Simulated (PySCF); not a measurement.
Gas-phase reaction: ZrOCl₂ + 2 Cl → ZrCl₄ + O

Method: PySCF energies plus ideal-gas RRHO corrections (1 bar). † marks an energy on the PBE0/def2-TZVP geometry and frequencies; other levels use their own. Open shells (unrestricted): Cl (multiplicity 2), O (multiplicity 3); the rest are closed-shell singlets. Spin-orbit splitting is ignored; it lowers the true energy and changes the entropy of Cl, O. Zr: scalar-relativistic def2 core potential, no spin-orbit coupling. ZrOCl₂: computed as isolated molecules; such fragments, hydroxides, amides, oligomers or adducts are transient or little studied in the gas.

ωB97X-V/def2-TZVP† gives ΔH°(298 K) = -258 kJ.

### Question
What do PBE0/def2-SVP†, PBE0/def2-TZVP, PBE/def2-SVP give?

### Answer
PBE0/def2-SVP†: -272 kJ; PBE0/def2-TZVP: -265 kJ; PBE/def2-SVP: -239 kJ. For scale, ΔH°(298 K) is -258 kJ at this level, -266 kJ at ωB97M-V/def2-TZVP†, and runs from -352 to -35 kJ over the 18 levels computed.
